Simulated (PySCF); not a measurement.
Compound: [InH4]- (charge -1).
Hydrogens: H2, H3, H4, H5 on In1.

A GFN2-xTB structure was refined with PBE0-D3(BJ)/def2-SVP geometry optimisation, gas phase, def2 core potentials past Kr in PySCF. Its GFN2-xTB values:

```
coordinate  GFN2-xTB
    In1–H2   1.402 Å
 H2–In1–H3     63.9°
```

How do these coordinates change at the PBE0-D3(BJ)/def2-SVP level?

```
coordinate  PBE0-D3(BJ)/def2-SVP (Å or °)  change
    In1–H2                          1.792  +0.390
 H2–In1–H3                          109.6   +45.7
```

The energy falls by 167.8 kcal/mol over 9 energy and gradient evaluations, the largest force component goes from 0.1675 to 1.7e-04 Eh/bohr, and the atoms move by 0.661 Å rms after alignment. Among the bonds, In1–H2, In1–H3, In1–H4 and In1–H5 change most and about equally (+0.389 to +0.390 Å). Bonds longer at the end by more than 0.005 Å: 4 of 4; shorter: 0.

The run used 46 basis functions and 53 SCF cycles in all. The run took 5.8 s of wall time on one thread of an x86-64 server, on a shared host.

Stationary, but not proved a minimum. The geometry's basis has no diffuse functions, a weakness for an anion.
